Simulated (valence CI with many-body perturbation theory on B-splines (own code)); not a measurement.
**E1 transitions of In43+**

Calculated by valence CI with perturbative core correlation (CI+MBPT): four valence electrons over a frozen Dirac-Fock core [He], a basis of 11 s, 11 p, 10 d, 8 f, 5 g, 2 h functions for each j, with the one-electron correlation potential Σ1 (screened to all orders), the two-electron term Σ2, the three-electron term Σ3, Breit, model QED; selected single and double excitations, second order for the rest, scaled by the run's own slope (own B-spline code, finite nucleus).

The last digits are not significant, and no measured levels were compared; by estimate large intervals hold to a few tenths of a per cent, small ones and those within an open d or f shell to about a per cent. Among the levels kept, up to 810 cm⁻¹ of a level comes from second order outside the variational space, and about a tenth of that is noise between levels of different J, which matters for small intervals.

Lines 101 to 150 of 544 in falling wavelength, among levels below 40375 × 10³ cm⁻¹, chosen from the strongest by gf and those to the six lowest levels. Wavelengths and rates use the calculated energies. Electric multipoles are in the length gauge with retardation, E1 and E2 with the static RPA response of the core. Weak lines are less certain than strong ones. Lines between different terms over intervals too small for the method are left out, as are lines whose strength nearly cancels. Where a level lies close to another of its J and parity, the split of strength between their lines is uncertain. The highest levels of a list are the least certain.

Levels are named by their leading jj configuration (3d3/2^4 stands for four electrons in 3d with j = 3/2), which in mixed levels can hold well under half, so a name can repeat and another be missing. Letters in brackets count levels of one name in rising energy.

```tsv
λ vac (Å)	Upper	Lower	A (s⁻¹)	S (a.u.) with core polarisation	S without
102.7	(2s 2p1/2^2 3p3/2) J=2	(2s 2p1/2^2 3s) J=1	4.82e+10	1.29e-01	1.29e-01
102.3	(2s 2p3/2^2 3d3/2) J=2 [c]	(2s 2p3/2^2 3p1/2) J=1 [a]	1.49e+10	3.93e-02	3.93e-02
101.7	(2p1/2 2p3/2^2 3p3/2) J=1 [a]	(2p1/2 2p3/2^2 3s) J=1 [a]	1.86e+10	2.89e-02	2.90e-02
101.6	(2s 2p3/2^2 3d3/2) J=4	(2s 2p3/2^2 3p1/2) J=3	1.56e+10	7.28e-02	7.28e-02
101.4	(2s 2p1/2 2p3/2 3d3/2) J=2 [c]	(2s 2p1/2 2p3/2 3p1/2) J=1 [b]	1.50e+10	3.86e-02	3.86e-02
101.2	(2p1/2 2p3/2^2 3p3/2) J=1 [b]	(2p1/2 2p3/2^2 3s) J=2 [b]	1.90e+10	2.92e-02	2.93e-02
100.9	(2s 2p3/2^2 3p3/2) J=2 [c]	(2s 2p3/2^2 3s) J=2 [b]	1.37e+10	3.48e-02	3.48e-02
100.9	(2s^2 2p3/2 3d3/2) J=1	(2s^2 2p3/2 3p1/2) J=1	2.25e+10	3.41e-02	3.41e-02
100.5	(2s 2p1/2 2p3/2 3p3/2) J=2 [d]	(2s 2p1/2 2p3/2 3s) J=2 [c]	1.32e+10	3.31e-02	3.31e-02
100.1	(2s 2p1/2 2p3/2 3p3/2) J=2 [d]	(2s 2p1/2 2p3/2 3s) J=1 [c]	2.29e+10	5.68e-02	5.68e-02
100.1	(2s 2p1/2 2p3/2 3p3/2) J=2 [b]	(2s^2 2p3/2 3p3/2) J=2	1.18e+10	2.92e-02	2.92e-02
100.0	(2s 2p3/2^2 3p3/2) J=2 [c]	(2s 2p3/2^2 3s) J=1 [b]	1.42e+10	3.50e-02	3.50e-02
99.63	(2s^2 2p1/2 3p3/2) J=2	(2s^2 2p1/2 3s) J=1	4.80e+10	1.17e-01	1.17e-01
98.96	(2s 2p1/2 2p3/2 3p1/2) J=3	(2s^2 2p3/2 3p1/2) J=2	1.94e+10	6.51e-02	6.51e-02
98.72	(2s 2p3/2^2 3p3/2) J=2 [a]	(2s 2p3/2^2 3s) J=2 [a]	3.14e+10	7.45e-02	7.46e-02
98.47	(2s^2 2p3/2 3p3/2) J=2	(2s^2 2p3/2 3s) J=1	1.60e+10	3.76e-02	3.76e-02
97.48	(2p1/2^2 2p3/2 3p3/2) J=2	(2p1/2^2 2p3/2 3s) J=2	2.65e+10	6.07e-02	6.07e-02
96.50	(2s 2p1/2 2p3/2 3p3/2) J=2 [d]	(2s 2p1/2 2p3/2 3s) J=1 [b]	1.62e+10	3.58e-02	3.58e-02
95.46	(2s 2p1/2 2p3/2 3p3/2) J=3 [b]	(2s 2p1/2 2p3/2 3s) J=3	1.81e+10	5.43e-02	5.43e-02
94.65	(2s^2 2p3/2 3p3/2) J=2	(2s^2 2p3/2 3s) J=2	1.91e+10	3.99e-02	3.99e-02
94.25	(2p1/2 2p3/2^2 3p1/2) J=3	(2s 2p3/2^2 3p1/2) J=2 [b]	2.13e+10	6.16e-02	6.17e-02
93.24	(2p1/2 2p3/2^2 3p3/2) J=2 [b]	(2p1/2 2p3/2^2 3s) J=2 [b]	4.73e+10	9.45e-02	9.46e-02
92.52	(2s 2p1/2 2p3/2 3p3/2) J=1 [d]	(2s 2p1/2 2p3/2 3s) J=1 [b]	3.15e+10	3.69e-02	3.69e-02
92.28	(2s 2p1/2 2p3/2 3p3/2) J=2 [a]	(2s 2p1/2 2p3/2 3s) J=2 [a]	2.32e+10	4.51e-02	4.51e-02
91.70	(2s 2p1/2 2p3/2 3s) J=3	(2s^2 2p3/2 3s) J=2	2.41e+10	6.43e-02	6.44e-02
91.68	(2p1/2^2 2p3/2 3p3/2) J=0	(2p1/2^2 2p3/2 3s) J=1	8.23e+10	3.13e-02	3.13e-02
86.86	(2p1/2 2p3/2^2 3p3/2) J=3 [b]	(2s 2p3/2^2 3p3/2) J=3 [b]	1.08e+10	2.44e-02	2.45e-02
86.72	(2p1/2 2p3/2^2 3s) J=3	(2s 2p3/2^2 3s) J=2 [b]	2.73e+10	6.15e-02	6.16e-02
85.82	(2s 2p1/2 2p3/2 3s) J=2 [b]	(2s^2 2p3/2 3s) J=1	2.02e+10	3.15e-02	3.16e-02
85.49	(2s 2p3/2^2 3p3/2) J=1 [c]	(2s 2p3/2^2 3s) J=1 [b]	5.85e+10	5.42e-02	5.42e-02
84.78	(2s 2p1/2^2 2p3/2) J=2	(2s^2 2p1/2 2p3/2) J=2	3.61e+09	5.42e-03	5.43e-03
80.82	(2s 2p1/2 2p3/2 3p3/2) J=3 [b]	(2s^2 2p3/2 3p3/2) J=3	1.52e+10	2.77e-02	2.77e-02
79.73	(2s 2p1/2 2p3/2^2) J=3	(2s^2 2p3/2^2) J=2	7.09e+09	1.24e-02	1.24e-02
77.16	(2s 2p1/2^2 2p3/2) J=2	(2s^2 2p1/2 2p3/2) J=1	6.58e+09	7.46e-03	7.47e-03
65.98	(2p1/2 2p3/2^2 3p3/2) J=3 [a]	(2s 2p3/2^2 3p3/2) J=4	1.92e+10	1.91e-02	1.91e-02
65.91	(2p1/2 2p3/2^2 3d5/2) J=4	(2s 2p3/2^2 3d5/2) J=5	1.67e+10	2.13e-02	2.13e-02
61.91	(2s 2p1/2 2p3/2^2) J=1 [a]	(2s^2 2p3/2^2) J=2	6.38e+09	2.24e-03	2.25e-03
61.55	(2s 2p1/2^2 2p3/2) J=1	(2s^2 2p1/2 2p3/2) J=2	1.66e+10	5.74e-03	5.76e-03
61.32	(2p1/2^2 2p3/2 3d5/2) J=3	(2s 2p1/2 2p3/2 3d5/2) J=4 [b]	2.95e+10	2.35e-02	2.36e-02
61.31	(2p1/2^2 2p3/2 3s) J=1	(2s 2p1/2 2p3/2 3s) J=2 [b]	5.52e+10	1.88e-02	1.89e-02
60.86	(2p1/2 2p3/2^2 3s) J=2 [b]	(2s 2p3/2^2 3s) J=2 [a]	3.14e+10	1.75e-02	1.75e-02
60.47	(2p1/2^2 2p3/2 3d3/2) J=3	(2s 2p1/2 2p3/2 3d3/2) J=4	3.43e+10	2.62e-02	2.62e-02
60.20	(2p1/2^2 2p3/2 3p3/2) J=3	(2s 2p1/2 2p3/2 3p3/2) J=4	3.82e+10	2.88e-02	2.88e-02
60.20	(2p1/2^2 2p3/2 3p1/2) J=2	(2s 2p1/2 2p3/2 3p1/2) J=3	3.46e+10	1.86e-02	1.86e-02
60.14	(2p1/2^2 2p3/2 3p3/2) J=2	(2s 2p1/2 2p3/2 3p3/2) J=3 [b]	3.20e+10	1.71e-02	1.72e-02
59.95	(2p1/2^2 2p3/2 3d5/2) J=4	(2s 2p1/2 2p3/2 3d5/2) J=5	3.97e+10	3.80e-02	3.81e-02
59.82	(2p1/2 2p3/2^2 3p3/2) J=4	(2s 2p3/2^2 3p3/2) J=4	2.24e+10	2.13e-02	2.14e-02
59.36	(2p1/2^2 2p3/2 3s) J=2	(2s 2p1/2 2p3/2 3s) J=3	3.59e+10	1.85e-02	1.86e-02
58.94	(2s 2p1/2 2p3/2^2) J=2 [b]	(2s^2 2p3/2^2) J=2	9.63e+09	4.87e-03	4.88e-03
57.79	(2s 2p1/2 2p3/2^2) J=1 [b]	(2s^2 2p3/2^2) J=2	3.89e+09	1.11e-03	1.11e-03
```
